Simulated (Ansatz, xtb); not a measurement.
# Ligand exchange: B(CH3)2(OH) + C4H10S → B(CH3)2(SH) + C4H10O

Species: B(CH3)2(OH), singlet; C4H10S (isobutyl mercaptan) `CC(C)CS`, singlet; B(CH3)2(SH), singlet; C4H10O (2-methyl-1-propanol) `CC(C)CO`, singlet. The partners trade OH for SH: B–OH and C–SH bonds give way to B–SH and C–OH.

Shapes, held fixed at every level: PBE0-D4/def2-TZVP. Flexible molecules stand in one conformer, not always the lowest. Programs: Ansatz 0.2.0, xtb 6.7.1. Electronic energies: no zero-point or thermal term.

**Question.** Estimate ΔE of this reaction.

**Answer.** The highest level, CCSD(T)/CBS estimate, gives ΔE = +83.7 kJ/mol; the levels span +37.5 to +85.6. The column of differences is taken from that level and isn't an error. No measured value is set beside it here. The CBS estimate extrapolates MP2 from def2-TZVPP and def2-QZVPP and adds CCSD(T) − MP2 in the triple-zeta set, cores frozen. Times are processor times on shared x86 and Arm servers, and rough.

```tsv
level	kind	ΔE (kJ/mol)	less CCSD(T)/CBS estimate	CPU time (sum over the molecules)
GFN1-xTB	semi-empirical	+37.5	-46.2	0.22 s
HF/def2-TZVPP	Hartree–Fock	+83.0	-0.7	–
r2SCAN-D4/def2-TZVPP	meta-GGA	+77.4	-6.3	47 s
B3LYP-D4/def2-TZVPP	global hybrid	+81.1	-2.6	58 s
B2PLYP/def2-TZVPP	double hybrid	+82.6	-1.1	73 s
MP2/def2-TZVPP	perturbation theory	+85.6	+1.9	–
CCSD(T)/def2-TZVPP	coupled cluster or CI	+81.7	-2.0	30 min
CCSD(T)/CBS estimate	coupled cluster or CI	+83.7	0.0	36 min
```
